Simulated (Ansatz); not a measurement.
Compare A (`[SiH3][O][GeH2][SiH3]`) with its isomer B (`O[SiH]([SiH3])[GeH3]`).

Computed with Ansatz on PBE0-D4/def2-TZVP structures; ΔE is electronic, products minus reactants. CBS: MP2 limit from def2 TZ/QZ plus the TZ coupled-cluster correction, frozen cores. DFT in def2-TZVPP. For Ge outer-core shells are correlated without core-valence functions, which leaves a few kJ/mol of doubt a bond. Scalar relativity is left out up to krypton. One conformer a species, not always the lowest.

(1) Which is lower in electronic energy at CCSD(T)/CBS, and by how much? (An estimate is asked.)

(2) Give E(B) − E(A) in kJ/mol with ωB97M-V, HF/def2-TZVPP, PBE-D4, B2PLYP, CCSD/def2-TZVPP, r2SCAN-D4, MP2/def2-TZVPP. (Estimate.)

Largest T1 diagnostic: 0.013.

## Answers

(1) Ansatz gave: A, by 38.4 kJ/mol.

(2) Ansatz gave: ωB97M-V 40.4, HF/def2-TZVPP 68.7, PBE-D4 15.4, B2PLYP 45.4, CCSD/def2-TZVPP 45.6, r2SCAN-D4 30.3, MP2/def2-TZVPP 48.2. None reverses the order clearly.

In def2-TZVPP, CCSD(T) changes the Hartree–Fock value by −25.8 kJ/mol (the triples alone add −2.8 kJ/mol) and MP2 by −20.5 kJ/mol. From PBE to PBE0 (25 % exact exchange), in def2-TZVPP and without D4, E(B) − E(A) moves by +6.2 kJ/mol.
